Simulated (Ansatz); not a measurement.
A structure relaxed at PBE0-D4/def2-TZVP, charge 0, multiplicity 1:

```tsv
atom	x (Å)	y (Å)	z (Å)
N1	0.372	1.920	-0.567
Si2	-0.008	0.491	0.254
S3	0.298	0.948	2.306
C4	0.436	-1.228	-0.311
B5	-1.133	-1.222	-0.589
O6	-1.574	0.019	-0.208
H7	1.098	2.548	-0.271
H8	-0.025	2.155	-1.460
H9	0.558	-0.323	2.651
H10	0.787	-1.954	0.424
H11	1.067	-1.306	-1.198
H12	-1.876	-2.049	-1.032
```

Problem. Give its formula and SMILES.

Solution. CH6BNOSSi, `N[Si]1(S)CBO1`.

Problem. Summarise the bond lengths by kind.

Solution. 1 × N–Si 1.691 Å; 2 × H–N 1.004 to 1.005 Å; 1 × S–Si 2.124 Å; 1 × C–Si 1.863 Å; 1 × O–Si 1.700 Å; 1 × H–S 1.343 Å; 1 × B–C 1.593 Å; 2 × C–H 1.091 to 1.092 Å; 1 × B–O 1.372 Å; 1 × B–H 1.196 Å.

Results of the Gaussian-basis code of Ansatz.
